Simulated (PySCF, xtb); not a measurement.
Ga(H)(OH)2 (GaH3O2), SMILES [GaH]([OH])[OH].

xtb with GFN2-xTB at its own geometry gives an orbital gap of 5.50 eV and a dipole moment of 1.65 D.

Coordinates come from a PBE-D3(BJ)/def2-TZVP optimisation. Other conformers were not sampled.

Q: What does PBE0/def2-TZVPD (PySCF) give? (Estimate from the structure and the level; the computed values follow.)

A: gap 8.00 eV (levels -8.73 and -0.72 eV), dipole 1.90 D.
